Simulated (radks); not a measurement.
Species: La15+. Configuration: [Ar] 3d10 4s2 4p4 4d6 5p2 (not the ground configuration).

Calculated with a radial shooting solver on a logarithmic mesh with Libxc functionals: Dirac Kohn-Sham, B86b exchange with PBE correlation, spin-unpolarised, spherical densities, finite nucleus; open shells fill j = l - 1/2 first; Fermi nuclear charge, rms radius 4.855 fm.

Energy parts (eV):
part                      energy
total                 -228612.53
kinetic                244852.19
electron-nucleus      -542160.48
Hartree                 73913.73
exchange-correlation    -5217.98

Orbitals (lengths in bohr, moments of r in powers of bohr; r(90%) holds 90 % of the orbital's charge):
orbital  occ.  eigenvalue (eV)  r(90%)      <r^4>  small-component weight
1s1/2       2        -39076.84  0.0452  1.918e-06                4.44e-02
2s1/2       2        -6513.415   0.166  0.0003170                9.63e-03
2p1/2       2        -6164.224   0.148  0.0001999                9.66e-03
2p3/2       4        -5750.598   0.156  0.0002472                9.10e-03
3s1/2       2        -1657.031   0.417    0.01284                2.95e-03
3p1/2       2        -1509.965   0.411    0.01196                2.89e-03
3p3/2       4        -1428.612   0.427    0.01402                2.74e-03
3d3/2       4        -1171.818   0.400    0.01071                2.62e-03
3d5/2       6        -1154.322   0.405    0.01125                2.58e-03
4s1/2       2        -574.5272   0.891     0.2747                9.98e-04
4p1/2       2        -518.3781   0.917     0.3050                9.45e-04
4p3/2       2        -498.6331   0.947     0.3466                9.02e-04
4d3/2       4        -405.1662    1.00     0.4275                7.94e-04
4d5/2       2        -401.3425    1.01     0.4429                7.83e-04
5p1/2       2        -250.3446    1.74      4.065                3.80e-04
5p3/2       0        -243.9718    1.78      4.481                3.67e-04

The highest occupied level is 5p1/2 at -250.34 eV. Summed over all electrons, <r^2> = 11.07 bohr^2, which gives a Langevin (diamagnetic) susceptibility term of -8.76 x 10^-6 cm^3/mol. The density falls to 0.001 e/bohr^3 at r = 2.31 bohr. The electron density at the nucleus is 3.518e+05 e/bohr^3.
